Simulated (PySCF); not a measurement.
Hf(F)3(OH)(OH2) (F3H3HfO2), SMILES [OH][Hf](<-[OH2])([F])([F])[F], multiplicity 1.

Geometry optimised at B3LYP-D3(BJ)/def2-SVP. The spin state was assumed, not searched. The def2 effective core potentials stand for the cores of Hf; spin–orbit coupling is left out. Other conformers were not sampled.

The numbers are results of PySCF with TDDFT-PBE/def2-SVPD, not measurements.

Vertical excitations.  State labels are in the subgroup Cs.

| state | symmetry | energy (eV) | λ (nm) | f | main pairs |
|---|---|---|---|---|---|
| S1 | A" | 6.38 | 194 | 0.002 | HOMO→LUMO 100 % |
| S2 | A' | 6.40 | 194 | 0.003 | HOMO−1→LUMO 100 % |
| S3 | A" | 7.05 | 176 | 0.001 | HOMO−1→LUMO+1 72 %, HOMO→LUMO+2 28 % |
| S4 | A" | 7.13 | 174 | 0.000 | HOMO→LUMO+2 72 %, HOMO−1→LUMO+1 27 % |
| S5 | A' | 7.14 | 174 | 0.006 | HOMO→LUMO+1 52 %, HOMO−1→LUMO+2 47 % |
| S6 | A' | 7.43 | 167 | 0.025 | HOMO−1→LUMO+3 82 % |
| S7 | A" | 7.44 | 167 | 0.028 | HOMO→LUMO+3 99 % |
| S8 | A' | 7.48 | 166 | 0.077 | HOMO−2→LUMO 95 % |
| S9 | A' | 7.55 | 164 | 0.031 | HOMO−1→LUMO+2 26 %, HOMO→LUMO+1 24 %, HOMO−1→LUMO+3 16 %, HOMO→LUMO+4 13 % |
| S10 | A" | 7.72 | 161 | 0.000 | HOMO−3→LUMO 100 % |
| T1 | A" | 6.34 | 195 | 0 | HOMO→LUMO 100 % |
| T2 | A' | 6.35 | 195 | 0 | HOMO−1→LUMO 99 % |
| T3 | A' | 6.69 | 185 | 0 | HOMO→LUMO+1 74 %, HOMO−1→LUMO+2 21 % |
| T4 | A" | 6.84 | 181 | 0 | HOMO−1→LUMO+1 64 %, HOMO→LUMO+2 34 % |
Triplets are in the Tamm–Dancoff approximation, which puts them higher than full response would, so one can lie above its singlet here.
